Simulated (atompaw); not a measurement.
zirconium: one change to a PAW (atompaw) potential, before and after

| Quantity | Value |
| --- | --- |
| Element | zirconium (Zr) |
| Generator | atompaw 4.2.0.5 |
| Type | PAW |
| Functional | PBE |
| Relativity | scalar-relativistic |
| Frozen core | [Ar] 3d10 |
| Valence charge | 12 |
| Reference configuration | 4s2 4p6 4d2 5s1.75 5p0.25 |
| Partial waves | 4s (bound): rc 1.95 bohr; 5s (bound): rc 3.00 bohr; 4p (bound): rc 1.50 bohr; 5p (bound): rc 3.00 bohr; 4d (bound): rc 3.00 bohr; 4d channel at 0.1 Ry: rc 3.00 bohr |
| Local potential | ultrasoft scheme with l = 3 at 0 Ry, radius 2.85 bohr |
| Core correction | smooth core density matched at 1.85 bohr |
| Augmentation charge | sinc compensation charge, radius 2.60 bohr; PAW radius 3.00 bohr; waves and projectors: custom rrkj gramschmidtortho |

Change: augmentation sinc compensation charge, radius 2.60 bohr; PAW radius 3.00 bohr; waves and projectors: modrrkj vanderbiltortho.

Cutoffs: the cutoffs (Ry, on a coarse ladder) from which the occupation-weighted sum of valence levels, in a spherical-Bessel basis at the reference potential, stays within 10 and 1 mRy of its value at 400 Ry; they do not see the model core or the augmentation charge, which bear on the density cutoff.

Q: What does the change do?

A: The potential gets softer (35 Ry and 55 Ry → 25 Ry and 40 Ry); the range in which the p phases agree widens (upper end 0.5 → 2.7); the range in which the d phases agree narrows (upper end at the end of the scan → 1.2); neither file shows a bound ghost.

| quantity | base | changed |
| --- | --- | --- |
| cutoff, loose | 35 Ry | 25 Ry |
| cutoff, tight | 55 Ry | 40 Ry |
| loose cutoff by channel (10 mRy a level) | s 12 Ry, p 25 Ry, d 8 Ry | s 10 Ry, p 21 Ry, d 8 Ry |
| bound ghosts | none | none |
| s: phases at 3.02 bohr within 0.05 rad from the reference energy up to (Ry; the scan ends near 5) | 1.9 | 2.9 |
| p: phases at 3.02 bohr within 0.05 rad from the reference energy up to (Ry; the scan ends near 5) | 0.5 | 2.7 |
| d: phases at 3.02 bohr within 0.05 rad from the reference energy up to (Ry; the scan ends near 5) | to the end of the scan | 1.2 |
| lowest overlap eigenvalue by channel | s 0.39, p 0.48, d 1.00 | s 0.74, p 0.72, d 0.11 |

 The cutoffs see the waves, projectors and local potential, not the compensation charge or the core.
